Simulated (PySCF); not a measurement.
SMILES COC(=O)[SiH2][CH2][GeH3] (C3H10GeO2Si), singlet (GFN2-xTB optimised geometry):

```
17

C      2.868     1.632    -0.004
O      2.217     0.362     0.000
C      0.888     0.362     0.000
O      0.228     1.378     0.000
Si     0.146    -1.404    -0.029
C     -1.635    -1.149     0.542
Ge    -2.432     0.609     0.056
H      3.931     1.433    -0.110
H      2.666     2.157     0.932
H      2.502     2.238    -0.835
H      0.963    -2.238     0.855
H      0.238    -1.865    -1.419
H     -1.703    -1.247     1.627
H     -2.274    -1.930     0.127
H     -2.139     1.036    -1.341
H     -2.168     1.696     1.035
H     -3.931     0.386     0.102
```

Computed with CAM-B3LYP/def2-SVP run with PySCF.

**Question.** What are the frontier orbital energies and the dipole moment?

**Answer.** HOMO-2 -10.15 eV, HOMO-1 -9.69 eV, HOMO -8.92 eV, LUMO 0.81 eV, LUMO+1 1.94 eV; dipole moment 2.33 D.

Meta-Löwdin charges at CAM-B3LYP/def2-SVP: C1 -0.08, O2 -0.33, C3 0.30, O4 -0.44, Si5 0.62, C6 -0.61, Ge7 0.41, H8 0.12, H9 0.11, H10 0.11, H11 -0.10, H12 -0.10, H13 0.12, H14 0.12, H15 -0.07, H16 -0.07, H17 -0.11.
